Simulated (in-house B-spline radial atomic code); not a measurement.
# Tc III (Tc2+): 2s2 2p6 3s2 3p6 3d10 4s2 4p6 4d5 5s2 (with a hole in an inner shell)

Level of theory: Dirac-Kohn-Sham PBE0, spherical fractional occupations, Fermi nucleus of rms radius 4.41117 fm; calculated with a radial B-spline atomic code at the basis-set limit.

Effective charges: Z_r = [3n² - l(l+1)]/(2<r>) from the radius, Z_e = n√(-2ε) from the energy, and Slater's rules. Values are occupation-weighted means over j.

```tsv
shell	electrons	ε (eV)	<r> (bohr)	Z_r	Z_e	Slater
2s	2	-3301.8	0.1444	41.55	31.16	40.55
2p	6	-3039.4	0.1243	40.23	29.89	40.55
3s	2	-626.59	0.396	34.09	20.36	33.75
3p	6	-526.2	0.3909	31.98	18.66	33.75
3d	10	-344.24	0.369	28.46	15.09	23.85
4s	2	-115.44	0.9825	24.43	11.65	17.25
4p	6	-84.153	1.059	21.71	9.95	17.25
4d	5	-33.813	1.35	15.56	6.31	7.60
5s	2	-23.463	2.552	14.69	6.57	5.60
```

The least bound orbital is 5s1/2 at -23.46 eV, and it is also the most diffuse (<r> = 2.552 bohr). The part-filled 4d shell lies below the filled 5s shell in orbital energy.

Spin-orbit splittings of the orbital energies (j = l + 1/2 above j = l - 1/2 when positive): 2p 137.2 eV, 3p 23.79 eV, 3d 4.973 eV, 4p 3.92 eV, 4d 0.5089 eV.

Caution: exact exchange at fractional occupations of open shells leaves self-interaction of up to several eV.
